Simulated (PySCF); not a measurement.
hexafluorobutadiene (C4F6), SMILES FC(F)=C(F)C(F)=C(F)F. Atoms are numbered in the order given.

```xyz
10

F     -1.3374     2.1906     0.0000
C     -0.0684     1.8658     0.0000
F      0.7167     2.9165     0.0000
C      0.4024     0.6129     0.0000
F      1.7296     0.4394     0.0000
C     -0.4024    -0.6129     0.0000
F     -1.7296    -0.4394     0.0000
C      0.0684    -1.8658     0.0000
F      1.3374    -2.1906     0.0000
F     -0.7167    -2.9165     0.0000
```

Geometry optimised at ωB97X-D3(BJ)/def2-SVP. A frequency run showed that this geometry is not a minimum. The values are those of a single conformer.

Level of theory: SMD-B3LYP/def2-SVP (PySCF).

Solvation free energies are E(SMD) − E(gas) at the gas-phase geometry, for 1 M in both phases. In vacuum the dipole moment is 0.00 D.

Computed solvation free energies in water, dichloromethane, ethanol:
```json
[
 {"solvent": "water", "ΔG(solv) (kcal/mol)": "4.3", "its non-electrostatic (CDS) part": "6.9", "dipole (D)": "0.00"},
 {"solvent": "dichloromethane", "ΔG(solv) (kcal/mol)": "-0.3", "its non-electrostatic (CDS) part": "1.9", "dipole (D)": "0.00"},
 {"solvent": "ethanol", "ΔG(solv) (kcal/mol)": "0.4", "its non-electrostatic (CDS) part": "2.8", "dipole (D)": "0.00"}
]
```
